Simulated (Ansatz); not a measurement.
Species: SeBr2, net charge 0, singlet state. SMILES: Br[Se]Br
Geometry from a B3LYP-D3(BJ)/def2-TZVP (Ansatz, a quantum-chemistry and plane-wave program) optimisation:
```xyz
3

Se     0.0255    -0.0112     0.9792
Br     0.8055    -1.6280    -0.5156
Br    -0.8303     1.6388    -0.4356
```

Computed values are from Ansatz. Correlated levels leave the core frozen unless marked. Open shells are spin-unrestricted. No spin-orbit coupling. The frozen core is the preceding noble-gas configuration, with the filled d and f shells of earlier blocks. Non-relativistic. CBS marks a two-point X^-3 extrapolation of the correlation energy; Hartree-Fock from the larger set. The bracket is a focal-point correction in the basis named.

| Quantity | Value |
|---|---|
| atomisation energy De | 110.6 kcal/mol at CCSD(T)/CBS(cc-pVTZ,cc-pVQZ) |
| vertical ionisation energy (to the doublet) | 9.23 eV at RI-MP2/CBS(aug-cc-pVTZ,aug-cc-pVQZ)+[CCSD(T)-MP2]/aug-cc-pVTZ |
| vertical electron affinity (to the doublet; negative means unbound) | 1.35 eV at RI-MP2/CBS(aug-cc-pVTZ,aug-cc-pVQZ)+[CCSD(T)-MP2]/aug-cc-pVTZ |
| vertical triplet-singlet gap | 1.98 eV at RI-MP2/CBS(aug-cc-pVTZ,aug-cc-pVQZ)+[CCSD(T)-MP2]/aug-cc-pVTZ |
| total energy | -7545.4581 Eh at CCSD(T)/CBS(cc-pVTZ,cc-pVQZ) |
| dipole moment | 0.65 D at CCSD(T)/aug-cc-pVDZ |
| T1 diagnostic | 0.012 at CCSD/cc-pVQZ |
